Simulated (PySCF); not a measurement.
BrGeH₂N, SMILES [Br][Ge][NH2] (connectivity only; charge and spin as stated), neutral, multiplicity 1.

Geometry optimised at PBE0-D3(BJ)/def2-SVP. Other conformers were not sampled.

Calculation: r2SCAN/def2-TZVPD (PySCF).

The molecule is in vacuum.

Q: Estimate the frontier levels, gap, dipole moment and polarisability. (The exact figures need the calculation; the answer reports its results.)

A: 
- highest occupied level = -6.63 eV
- lowest empty level = -2.66 eV
- orbital gap = 3.97 eV
- dipole moment = 2.97 D
- quadrupole, principal values (traceless, Buckingham form, about the centre of nuclear charge) = -2.91, -2.12, 5.03 D·Å
- mean static polarisability = 66.7 bohr³ (9.89 Å³)
- polarisability, principal values = 50.6, 64.2, 85.4 bohr³
